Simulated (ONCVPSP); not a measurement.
## PBE ONCV dataset for Ta, fully relativistic all-electron reference.

The input file (ONCVPSP 4.0.1):

```
# ATOM AND REFERENCE CONFIGURATION
# atsym  z   nc   nv     iexc    psfile
  Ta 73.00   10    4        4      upf
#
#   n    l    f
    1    0    2.00
    2    0    2.00
    2    1    6.00
    3    0    2.00
    3    1    6.00
    3    2   10.00
    4    0    2.00
    4    1    6.00
    4    2   10.00
    4    3   14.00
    5    0    2.00
    5    1    6.00
    5    2    3.00
    6    0    2.00
#
# PSEUDOPOTENTIAL AND OPTIMIZATION
# lmax
    2
#
#   l,   rc,      ep,       ncon, nbas, qcut
    0    1.60    0.00    4    7    6.00
    1    1.65    0.00    4    7    9.60
    2    2.20    0.00    4    9    6.70
#
# LOCAL POTENTIAL
# lloc, lpopt,  rc(5),   dvloc0
    4    3    1.55   -1.00
#
# VANDERBILT-KLEINMAN-BYLANDER PROJECTORs
# l, nproj, debl
    0    2    2.80
    1    2    4.00
    2    2    0.70
#
# MODEL CORE CHARGE
# icmod, fcfact, rcfact
    0    0.00    0.00
#
# LOG DERIVATIVE ANALYSIS
# epsh1, epsh2, depsh
   -4.00    5.00    0.02
#
# OUTPUT GRID
# rlmax, drl
    6.00    0.01
#
# TEST CONFIGURATIONS
# ncnf
    4
# nvcnf
#   n    l    f
    4
    5    0    2.00
    5    1    6.00
    5    2    3.00
    6    0    1.00
#
    4
    5    0    2.00
    5    1    6.00
    5    2    3.00
    6    0    0.00
#
    4
    5    0    2.00
    5    1    6.00
    5    2    2.00
    6    0    0.00
#
    4
    5    0    2.00
    5    1    6.00
    5    2    4.00
    6    0    1.00
#
```

Command:

```bash
oncvpspr.x < Ta.dat > Ta.out
```

The program printed (shortened: citation, most of the input echo, consistency checks and plot data are left out):

```
ONCVPSP  (Optimized Norm-Conservinng Vanderbilt PSeudopotential)
relativistic version 4.0.1

#   n    l    f        energy (Ha)
    1    0    2.00    -2.4724758D+03
    2    0    2.00    -4.2450630D+02
    2    1    6.00    -3.5896746D+02    -4.0565083D+02
    3    0    2.00    -9.7240755D+01
    3    1    6.00    -7.8821428D+01    -8.8871737D+01
    3    2   10.00    -6.2523633D+01    -6.4712374D+01
    4    0    2.00    -1.9825098D+01
    4    1    6.00    -1.4062643D+01    -1.6376519D+01
    4    2   10.00    -7.9769103D+00    -8.4019110D+00
    4    3   14.00    -8.7301315D-01    -9.4583964D-01
    5    0    2.00    -2.6766226D+00
    5    1    6.00    -1.3574616D+00    -1.6789822D+00
    5    2    3.00    -1.2375282D-01    -1.4521958D-01
    6    0    2.00    -2.0013872D-01

Reference configufation results
  iterations    29
  all-electron total energy (Ha)   -1.56258956D+04

Begin loop to  construct optimized pseudo wave functions
and semi-local pseudopoentials for all angular momenta

Calculating optimized projector #   1

 for l=   0

    Fraction of norm inside rc  0.907219
    Optimizing pswf for qcut=   6.00 a_B^-1,  ecut=  18.00 Ha
    Residual kinetic energy error=  6.88D-04 Ha

    Energy error per electron        Cutoff
         Ha          eV             Ha
         0.01000     0.27211       13.14
         0.00100     0.02721       17.31
         0.00010     0.00272       43.89
         0.00001     0.00027       55.18

Calculating optimized projector #   2

 for l=   0

    Fraction of norm inside rc  0.045566
    Optimizing pswf for qcut=   6.00 a_B^-1,  ecut=  18.00 Ha
    Residual kinetic energy error=  3.19D-04 Ha

    Energy error per electron        Cutoff
         Ha          eV             Ha
         0.01000     0.27211       10.38
         0.00100     0.02721       15.81
         0.00010     0.00272       26.78
         0.00001     0.00027       54.42

   Wellstate for l =  1  n =  7 kap= -2
     eigenvalue =   2.6425
     asymptotic potential =   3.1425
     half-point radius =  3.0263

Calculating optimized projector #   1

 for l=   1

    Fraction of norm inside rc  0.784531
    Optimizing pswf for qcut=   9.60 a_B^-1,  ecut=  46.04 Ha
    Residual kinetic energy error=  1.10D-07 Ha

    Energy error per electron        Cutoff
         Ha          eV             Ha
         0.01000     0.27211       19.51
         0.00100     0.02721       26.83
         0.00010     0.00272       32.52
         0.00001     0.00027       36.86

Calculating optimized projector #   2

 for l=   1

    Fraction of norm inside rc  0.096787
    Optimizing pswf for qcut=   9.60 a_B^-1,  ecut=  46.04 Ha
    Residual kinetic energy error=  2.37D-07 Ha

    Energy error per electron        Cutoff
         Ha          eV             Ha
         0.01000     0.27211       20.70
         0.00100     0.02721       28.96
         0.00010     0.00272       34.92
         0.00001     0.00027       39.65

   Wellstate for l =  1  n =  7 kap=  1
     eigenvalue =   2.3210

Calculating optimized projector #   1

 for l=   1

    Fraction of norm inside rc  0.852392
    Optimizing pswf for qcut=   9.60 a_B^-1,  ecut=  46.04 Ha
    Residual kinetic energy error=  1.23D-07 Ha

    Energy error per electron        Cutoff
         Ha          eV             Ha
         0.01000     0.27211       18.33
         0.00100     0.02721       26.56
         0.00010     0.00272       32.52
         0.00001     0.00027       36.97

Calculating optimized projector #   2

 for l=   1

    Fraction of norm inside rc  0.114811
    Optimizing pswf for qcut=   9.60 a_B^-1,  ecut=  46.04 Ha
    Residual kinetic energy error=  4.10D-07 Ha

    Energy error per electron        Cutoff
         Ha          eV             Ha
         0.01000     0.27211       19.86
         0.00100     0.02721       29.29
         0.00010     0.00272       35.56
         0.00001     0.00027       40.48

   Wellstate for l =  2  n =  6 kap= -3
     eigenvalue =   0.5762
     asymptotic potential =   1.0762
     half-point radius =  4.6457

Calculating optimized projector #   1

 for l=   2

    Fraction of norm inside rc  0.555973
    Optimizing pswf for qcut=   6.71 a_B^-1,  ecut=  22.49 Ha
    Residual kinetic energy error=  8.82D-08 Ha

    Energy error per electron        Cutoff
         Ha          eV             Ha
         0.01000     0.27211        9.54
         0.00100     0.02721       13.02
         0.00010     0.00272       16.04
         0.00001     0.00027       18.44

Calculating optimized projector #   2

 for l=   2

    Fraction of norm inside rc  0.194856
    Optimizing pswf for qcut=   6.71 a_B^-1,  ecut=  22.49 Ha
    Residual kinetic energy error=  8.17D-08 Ha

    Energy error per electron        Cutoff
         Ha          eV             Ha
         0.01000     0.27211        9.52
         0.00100     0.02721       13.03
         0.00010     0.00272       16.09
         0.00001     0.00027       18.52

   Wellstate for l =  2  n =  6 kap=  2
     eigenvalue =   0.5548

Calculating optimized projector #   1

 for l=   2

    Fraction of norm inside rc  0.596209
    Optimizing pswf for qcut=   6.71 a_B^-1,  ecut=  22.49 Ha
    Residual kinetic energy error=  1.59D-07 Ha

    Energy error per electron        Cutoff
         Ha          eV             Ha
         0.01000     0.27211       10.13
         0.00100     0.02721       13.57
         0.00010     0.00272       16.55
         0.00001     0.00027       18.86

Calculating optimized projector #   2

 for l=   2

    Fraction of norm inside rc  0.186920
    Optimizing pswf for qcut=   6.71 a_B^-1,  ecut=  22.49 Ha
    Residual kinetic energy error=  1.49D-07 Ha

    Energy error per electron        Cutoff
         Ha          eV             Ha
         0.01000     0.27211        9.93
         0.00100     0.02721       13.47
         0.00010     0.00272       16.54
         0.00001     0.00027       18.92

Construct Vanderbilt / Kleinmman-Bylander projectors

B matrix Hermiticity error, ll=  0  kap= -1
   1   2    3.0868D-04

  Orthonormal projector coefficients  8.3791E+00  1.5280E+00

B matrix Hermiticity error, ll=  1  kap= -2
   1   2   -5.8566D-04

  Orthonormal projector coefficients  7.2437E+00  7.5117E-01

B matrix Hermiticity error, ll=  1  kap=  1
   1   2   -6.8607D-04

  Orthonormal projector coefficients  6.1819E+00  6.6126E-01

B matrix Hermiticity error, ll=  2  kap= -3
   1   2    5.8682D-05

  Orthonormal projector coefficients  1.7586E+00  3.4283E-01

B matrix Hermiticity error, ll=  2  kap=  2
   1   2    6.1887D-05

  Orthonormal projector coefficients  1.6724E+00  3.5011E-01

 Orthonormal scalar projector coefficients, l =  1
  6.8572E+00  7.4777E-01  5.9770E-03  7.0254E-05

 Orthonormal spin-orbit projector coefficients, l =  1
  1.0929E+00 -3.5742E-01  3.3014E-02 -6.6785E-04

 Orthonormal scalar projector coefficients, l =  2
  1.7216E+00  3.4713E-01  1.0891E-03  8.6039E-05

 Orthonormal spin-orbit projector coefficients, l =  2
  6.6643E-02 -4.3763E-02  9.5719E-03 -8.9158E-04

Pseudoatom total energy  -58.052973

Diagnostic tests using Vanderbilt-Kleinman-Bylander pseudopotentials
  relativistic with J = L +/- 1/2 projectors

   l  kap   rcore       rmatch      e in        delta e    norm test   slope test

   0  -1   1.6057329   1.6544864  -2.6766226   0.0000012   1.0001887   1.0001880
   0  -1   1.6057329   1.6544864  -0.2001387   0.0000053   1.0000565   1.0000470

   1  -2   1.6544864   1.7047202  -1.3574616  -0.0000067   1.0001278   1.0001489
   1   1   1.6544864   1.7047202  -1.6789822   0.0000018   1.0001448   1.0001485
   1  -2   1.6544864   1.7047202   2.6425384   0.0000933   1.0003712   1.0003712
   1   1   1.6544864   1.7047202   2.5575623   0.0001063   1.0003611   1.0003611

   2  -3   2.2047851   2.2717272  -0.1237528  -0.0000006   1.0000502   1.0000703
   2   2   2.2047851   2.2717272  -0.1452196   0.0000033   1.0000574   1.0000521
   2  -3   2.2047851   2.2717272   0.5762472   0.0000032   1.0001734   1.0001734
   2   2   2.2047851   2.2717272   0.5625826   0.0000043   1.0001786   1.0001786

Diagnostic tests using Vanderbilt-Kleinman-Bylander pseudopotentials
  relativistic with scalar and spin-orbit non-local projectors

   l  kap   rcore       rmatch      e in        delta e    norm test   slope test

   0  -1   1.6057329   1.6544864  -2.6766226   0.0000012   1.0001887   1.0001880
   0  -1   1.6057329   1.6544864  -0.2001387   0.0000053   1.0000565   1.0000470

   1  -2   1.6544864   1.7047202  -1.3574616  -0.0017251   1.0002441   0.9990071
   1   1   1.6544864   1.7047202  -1.6789822  -0.0017341   1.0001699   0.9992758
   1  -2   1.6544864   1.7047202   2.6425384   0.0001022   1.0003842   1.0003842
   1   1   1.6544864   1.7047202   2.5575623  -0.0001411   1.0005322   1.0005322

   2  -3   2.2047851   2.2717272  -0.1237528  -0.0001694   1.0000161   0.9988858
   2   2   2.2047851   2.2717272  -0.1452196  -0.0001777   1.0000561   0.9990605
   2  -3   2.2047851   2.2717272   0.5762472  -0.0003240   1.0001461   1.0001461
   2   2   2.2047851   2.2717272   0.5625826  -0.0003117   1.0001363   1.0001363

Ghost test for J = L + 1/2

 Testing for bound ghosts
   n   l    E NL Schr. Eq   E Basis Diag.   E Cutoff

   1   0       -2.676621       -2.676617     73.65
   2   0       -0.200133       -0.119176     73.65

   2   1       -1.357468       -1.357416     81.63

   3   2       -0.123753       -0.120564     91.12

 Testing for highly-localized positive-energy ghosts
       l    <radius>/rc     E Basis Diag.   E Cutoff

       0        0.919599        9.771858     73.65  WARNING - GHOST(+)

Ghost test for J = L - 1/2

 Testing for bound ghosts
   n   l    E NL Schr. Eq   E Basis Diag.   E Cutoff

   1   0       -2.676621       -2.676617     73.65
   2   0       -0.200133       -0.119176     73.65

   2   1       -1.678980       -1.678968     81.63

   3   2       -0.145216       -0.142877     91.12

 Testing for highly-localized positive-energy ghosts
       l    <radius>/rc     E Basis Diag.   E Cutoff

       0        0.919599        9.771858     73.65  WARNING - GHOST(+)

Test configuration 0

   n   l kap    f        eae           eps        diff
   1   0  -1  2.0000-2472.47578753
   2   0  -1  2.0000 -424.50630433
   2   1  -2  4.0000 -358.96746263
   2   1   1  2.0000 -405.65082697
   3   0  -1  2.0000  -97.24075466
   3   1  -2  4.0000  -78.82142750
   3   1   1  2.0000  -88.87173673
   3   2  -3  6.0000  -62.52363264
   3   2   2  4.0000  -64.71237436
   4   0  -1  2.0000  -19.82509818
   4   1  -2  4.0000  -14.06264289
   4   1   1  2.0000  -16.37651928
   4   2  -3  6.0000   -7.97691030
   4   2   2  4.0000   -8.40191096
   4   3  -4  8.0000   -0.87301315
   4   3   3  6.0000   -0.94583964
   5   0  -1  2.0000   -2.67662256   -2.67662132    1.23E-06
   5   1  -2  4.0000   -1.35746156   -1.35746825   -6.69E-06
   5   1   1  2.0000   -1.67898225   -1.67898047    1.78E-06
   5   2  -3  1.8000   -0.12375282   -0.12375341   -5.95E-07
   5   2   2  1.2000   -0.14521958   -0.14521633    3.25E-06
   6   0  -1  2.0000   -0.20013872   -0.20013346    5.25E-06

    Total energies and differences
      AE_ref= -1.56258956E+04  AE_tst= -1.56258956E+04  dif=  0.00E+00
      PS_ref= -5.80529726E+01  PS_tst= -5.80529726E+01  dif= -8.53E-14
      PSP excitation error=  8.53E-14

Test configuration 1

   n   l kap    f        eae           eps        diff
   1   0  -1  2.0000-2472.74249444
   2   0  -1  2.0000 -424.77094857
   2   1  -2  4.0000 -359.23213905
   2   1   1  2.0000 -405.91564090
   3   0  -1  2.0000  -97.50543379
   3   1  -2  4.0000  -79.08610922
   3   1   1  2.0000  -89.13642302
   3   2  -3  6.0000  -62.78820568
   3   2   2  4.0000  -64.97694204
   4   0  -1  2.0000  -20.08982065
   4   1  -2  4.0000  -14.32731156
   4   1   1  2.0000  -16.64122298
   4   2  -3  6.0000   -8.24145360
   4   2   2  4.0000   -8.66647511
   4   3  -4  8.0000   -1.13745071
   4   3   3  6.0000   -1.21028104
   5   0  -1  2.0000   -2.94109666   -2.94149686   -4.00E-04
   5   1  -2  4.0000   -1.62272747   -1.62289878   -1.71E-04
   5   1   1  2.0000   -1.94395535   -1.94422314   -2.68E-04
   5   2  -3  1.8000   -0.37607672   -0.37598036    9.64E-05
   5   2   2  1.2000   -0.39956163   -0.39948346    7.82E-05
   6   0  -1  1.0000   -0.42699195   -0.42680174    1.90E-04

    Total energies and differences
      AE_ref= -1.56258956E+04  AE_tst= -1.56255843E+04  dif=  3.11E-01
      PS_ref= -5.80529726E+01  PS_tst= -5.77417039E+01  dif=  3.11E-01
      PSP excitation error=  7.24E-05

Test configuration 2

   n   l kap    f        eae           eps        diff
   1   0  -1  2.0000-2473.05302545
   2   0  -1  2.0000 -425.07869424
   2   1  -2  4.0000 -359.53993809
   2   1   1  2.0000 -406.22363903
   3   0  -1  2.0000  -97.81279430
   3   1  -2  4.0000  -79.39346974
   3   1   1  2.0000  -89.44381489
   3   2  -3  6.0000  -63.09548357
   3   2   2  4.0000  -65.28422450
   4   0  -1  2.0000  -20.39724783
   4   1  -2  4.0000  -14.63470726
   4   1   1  2.0000  -16.94863456
   4   2  -3  6.0000   -8.54871382
   4   2   2  4.0000   -8.97375381
   4   3  -4  8.0000   -1.44441393
   4   3   3  6.0000   -1.51726637
   5   0  -1  2.0000   -3.24759071   -3.24887031   -1.28E-03
   5   1  -2  4.0000   -1.92845067   -1.92899136   -5.41E-04
   5   1   1  2.0000   -2.25020058   -2.25107929   -8.79E-04
   5   2  -3  1.8000   -0.66244581   -0.66199242    4.53E-04
   5   2   2  1.2000   -0.68817627   -0.68779328    3.83E-04
   6   0  -1  0.0000   -0.67714867   -0.67714867    0.00E+00

    Total energies and differences
      AE_ref= -1.56258956E+04  AE_tst= -1.56250340E+04  dif=  8.62E-01
      PS_ref= -5.80529726E+01  PS_tst= -5.71919231E+01  dif=  8.61E-01
      PSP excitation error=  5.59E-04

Test configuration 3

   n   l kap    f        eae           eps        diff
   1   0  -1  2.0000-2473.51717770
   2   0  -1  2.0000 -425.54473381
   2   1  -2  4.0000 -360.00602971
   2   1   1  2.0000 -406.68970690
   3   0  -1  2.0000  -98.27562708
   3   1  -2  4.0000  -79.85627462
   3   1   1  2.0000  -89.90680130
   3   2  -3  6.0000  -63.55885476
   3   2   2  4.0000  -65.74768735
   4   0  -1  2.0000  -20.85995526
   4   1  -2  4.0000  -15.09772628
   4   1   1  2.0000  -17.41142365
   4   2  -3  6.0000   -9.01204742
   4   2   2  4.0000   -9.43701201
   4   3  -4  8.0000   -1.90665379
   4   3   3  6.0000   -1.97962375
   5   0  -1  2.0000   -3.70561209   -3.71104738   -5.44E-03
   5   1  -2  4.0000   -2.37378584   -2.37710887   -3.32E-03
   5   1   1  2.0000   -2.70182939   -2.70610304   -4.27E-03
   5   2  -3  1.2000   -1.05753042   -1.05780764   -2.77E-04
   5   2   2  0.8000   -1.08768619   -1.08812791   -4.42E-04
   6   0  -1  0.0000   -0.99809530   -0.99809530    0.00E+00

    Total energies and differences
      AE_ref= -1.56258956E+04  AE_tst= -1.56241670E+04  dif=  1.73E+00
      PS_ref= -5.80529726E+01  PS_tst= -5.63250308E+01  dif=  1.73E+00
      PSP excitation error=  6.80E-04

Test configuration 4

   n   l kap    f        eae           eps        diff
   1   0  -1  2.0000-2472.41738733
   2   0  -1  2.0000 -424.44434046
   2   1  -2  4.0000 -358.90554696
   2   1   1  2.0000 -405.58913101
   3   0  -1  2.0000  -97.17950107
   3   1  -2  4.0000  -78.76018227
   3   1   1  2.0000  -88.81046596
   3   2  -3  6.0000  -62.46210445
   3   2   2  4.0000  -64.65081996
   4   0  -1  2.0000  -19.76368915
   4   1  -2  4.0000  -14.00102538
   4   1   1  2.0000  -16.31505371
   4   2  -3  6.0000   -7.91497712
   4   2   2  4.0000   -8.34004455
   4   3  -4  8.0000   -0.81106664
   4   3   3  6.0000   -0.88386992
   5   0  -1  2.0000   -2.61499568   -2.61452275    4.73E-04
   5   1  -2  4.0000   -1.30137589   -1.30093943    4.36E-04
   5   1   1  2.0000   -1.62017806   -1.61969749    4.81E-04
   5   2  -3  2.4000   -0.09006034   -0.08997631    8.40E-05
   5   2   2  1.6000   -0.10943618   -0.10934508    9.11E-05
   6   0  -1  1.0000   -0.18268103   -0.18267659    4.43E-06

    Total energies and differences
      AE_ref= -1.56258956E+04  AE_tst= -1.56258189E+04  dif=  7.68E-02
      PS_ref= -5.80529726E+01  PS_tst= -5.79761372E+01  dif=  7.68E-02
      PSP excitation error= -4.56E-05
```

The run took about 6 s on one core of a shared server CPU.
